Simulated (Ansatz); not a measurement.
Program: Ansatz. Geometries: PBE0-D4/def2-TZVP. ΔE: electronic, gas phase. CCSD(T)/CBS adds triple-zeta CCSD(T) − MP2 to the extrapolated MP2 energy (def2 sets, frozen cores). For Br outer-core shells are correlated without core-valence functions, which leaves a few kJ/mol of doubt a bond. Scalar relativity is left out up to krypton. One conformer a species, not always the lowest.

Reaction (ligand exchange at the Si–C bond): `C=C([SiH3])[SiH2]C` + HBr → `C[SiH2]Br` + `C=C[SiH3]`

```csv
species,CCSD(T)/CBS(def2) energy (Eh)
`C=C([SiH3])[SiH2]C`,-698.32006
HBr,-2573.91920
`C[SiH2]Br`,-2903.51417
`C=C[SiH3]`,-368.76077
```

Work out ΔE.

ΔE = (-2903.51417) + (-368.76077) − (-698.32006) − (-2573.91920) = -0.03568 Eh = -22.4 kcal/mol.

Largest T1 diagnostic among the species: 0.011.

In def2-TZVPP, CCSD(T) changes the Hartree–Fock value by +5.5 kcal/mol (the triples alone add +0.8 kcal/mol) and MP2 by +4.9 kcal/mol. From PBE to PBE0 (25 % exact exchange), in def2-TZVPP and without D4, ΔE moves by −0.8 kcal/mol.
